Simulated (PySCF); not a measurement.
**A series of related molecules**

Method used: PySCF 2.14.0, TDDFT wB97X-D/def2-SVPD circular dichroism and optical rotation, one conformer, gas phase. Geometry: GFN2-xTB.

Each molecule in one low-energy conformer. The parent is C=C1[C@@H](C)C(S)[C@@H]1C.

The molecule is flexible and this is one conformer; a measurement averages over conformers.

**Question.** How does the specific rotation at 589.3 nm (origin-invariant length gauge) change along this series?
- C=C1[C@@H](C)C(S)[C@@H]1C (base)
- C=C1[C@@H](C)[C@@H](S)[C@H]1C (diastereomer)

**Answer.** 
| molecule | [α]589 (deg dm⁻¹ (g/mL)⁻¹) | S1 (eV) | R(S1), velocity form (10⁻⁴⁰ esu² cm²) |
| --- | --- | --- | --- |
| C=C1[C@@H](C)C(S)[C@@H]1C | -91.8 | 5.58 | -2.6 |
| C=C1[C@@H](C)[C@@H](S)[C@H]1C | -138.9 | 5.73 | -5.6 |

The specific rotation at 589.3 nm (origin-invariant length gauge) is lowest for C=C1[C@@H](C)[C@@H](S)[C@H]1C and highest for C=C1[C@@H](C)C(S)[C@@H]1C.
